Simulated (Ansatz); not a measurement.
One change: `Cc1ccc(N)cc1` becomes `Cc1ccccc1`.

Ansatz, PBE0-D4/def2-TZVP geometries, multiplicity 1. Each molecule was computed in one conformer, which needn't be the lowest.

| property | `Cc1ccc(N)cc1` |
| --- | --- |
| HOMO–LUMO gap (PBE0/def2-TZVPP) / eV | 5.69 |
| size of the dipole moment (B3LYP/def2-TZVPP) / D | 1.37 |
| HOMO energy (ωB97M-V/def2-TZVPP) / eV | -7.77 |
| size of the dipole moment (ωB97M-V/def2-TZVPP) / D | 1.32 |
| HOMO energy (PBE0/def2-TZVPP) / eV | -5.73 |
| LUMO energy (PBE/def2-TZVPP) / eV | -0.91 |

**Question.** What does the change do to each property? (Best estimate.)

**Answer.** The calculation gave: 
| property | `Cc1ccccc1` | shift |
| --- | --- | --- |
| HOMO–LUMO gap (PBE0/def2-TZVPP) / eV | 6.80 | 1.11 |
| size of the dipole moment (B3LYP/def2-TZVPP) / D | 0.38 | -0.99 |
| HOMO energy (ωB97M-V/def2-TZVPP) / eV | -9.02 | -1.25 |
| size of the dipole moment (ωB97M-V/def2-TZVPP) / D | 0.38 | -0.94 |
| HOMO energy (PBE0/def2-TZVPP) / eV | -6.95 | -1.22 |
| LUMO energy (PBE/def2-TZVPP) / eV | -1.06 | -0.15 |

With PBE0 the HOMO falls by 1.22 eV and the LUMO falls by 0.12 eV, so the gap widens by about 1.10 eV. PBE moves the HOMO by -1.25 eV and ωB97M-V by -1.25 eV. Dipoles are sizes alone; their direction can turn.

B3LYP here is the variant with VWN-RPA as its local correlation; programs differ in this.
